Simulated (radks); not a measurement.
Results of a calculation; reference values are marked as such.
Q: Spin polarisation of the 3p3 shell in Cl2+. Start: [Ne] 3s2 3p(up 1.5, down 1.5); electrons of 3p are moved from spin down to spin up, other shells keep equal spins. Code: a radial shooting solver on a logarithmic mesh with Libxc functionals. Model: scalar-relativistic Kohn-Sham, r2SCAN, spin-polarised, spherical densities, finite nucleus; meta-GGA in the generalised Kohn-Sham scheme; Fermi nuclear charge, rms radius of each element as measured or else 0.836 A^(1/3) + 0.57 fm. Estimate the energy gained and the exchange splitting at a moment of 3 Bohr magnetons.

A: At moment 3 the spin-polarisation energy is -3.764 eV and the 3p exchange splitting 5.162 eV, that is 1.721 eV per Bohr magneton; E = -I m^2/4 would give I = 1.673 eV.
